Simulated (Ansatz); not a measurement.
Input for Ansatz (a quantum-chemistry and plane-wave program): U-wB97X-V/def2-TZVPP on FHSeTe (SMILES F[Te][SeH]), a point of a bond scan (R = 1.625 Å). Elements past Kr take the def2 small-core potentials; no spin–orbit coupling.

Ansatz 0.2 input:
```yaml
crystal:
  periodic: [false, false, false]
  atoms:
    - {symbol: Te, position_ang: [0.42183517, 0.29812461, 0.73233809]}
    - {symbol: F, position_ang: [1.58576174, 1.33129355, -0.42384185]}
    - {symbol: Se, position_ang: [-1.05809715, -0.75106279, -0.97162236]}
    - {symbol: H, position_ang: [-0.14936937, -2.06767959, -1.25786572]}
basis:
  gaussian:
    orbitals: def2-TZVPP
hamiltonian:
  xc: {name: wB97X-V}
magnetization: {spin_polarized: true, initial_magnetization: 0}
```

The head of its log:

```
WARN ansatz: RAYON_NUM_THREADS=1 ignored (pool sized by the plan → 1); use --threads N
Functional definition: wB97X-V
integrals: 0.09 GiB planned
1035 factors; their error is unknown
integrals: 0.12 GiB planned
188 factors; integrals over basis functions are off by at most 4.6e-5 eV
mean field: 1.19 GiB planned
mean field evaluation 1: about -75367.9682 eV, gradient 2.4e1 eV
mean field evaluation 2: about -75366.5263 eV, gradient 3.5e1 eV
```

Task: Give the final energy of this run.

Result: -2769.8076 hartree.
